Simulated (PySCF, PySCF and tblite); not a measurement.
A run on one conformer of C7H13NO, numbered as in [CH3:1][C:2]([CH3:3])=[CH:4][CH2:5][CH2:6][C:7]([NH2:8])=[O:9], from an ensemble study. The sound level was PBE0/6-31G* on GFN2-xTB geometries.

Input:

```
{"job": {"xc": "B3LPY", "basis": "6-31G*", "kind": "nmr", "pop": false}, "charge": 0, "multiplicity": 1}
C      1.783922    -0.731745     0.331898
C      0.974376    -0.184410    -0.809451
C      1.196128    -0.865923    -2.127340
C      0.134098     0.837924    -0.690236
C     -0.159027     1.605666     0.561860
C     -1.540384     1.251036     1.145040
C     -1.545525    -0.178958     1.649993
N     -1.789432    -1.104413     0.689347
O     -1.359603    -0.482405     2.807288
H      2.115092    -1.743383     0.110008
H      2.669778    -0.117187     0.493823
H      1.212785    -0.750660     1.256701
H      0.911804    -1.916621    -2.064434
H      2.252060    -0.826885    -2.392739
H      0.620914    -0.395699    -2.921307
H     -0.415626     1.170831    -1.563186
H      0.602079     1.422619     1.319418
H     -0.152866     2.673612     0.328795
H     -1.753721     1.908744     1.987875
H     -2.311001     1.380863     0.383478
H     -1.701855    -2.077455     0.934083
H     -1.754408    -0.856163    -0.283925
```

Command: OMP_NUM_THREADS=1 python ens_run.py task.json out

Output:

```
KeyError: "LibXCFunctional: name 'B3LPY' not found."
```

Problem. What is wrong with this calculation?

Solution. The setting at fault: functional unknown or not served for shieldings. B3LPY is no functional's name. The input was rejected before any iteration.
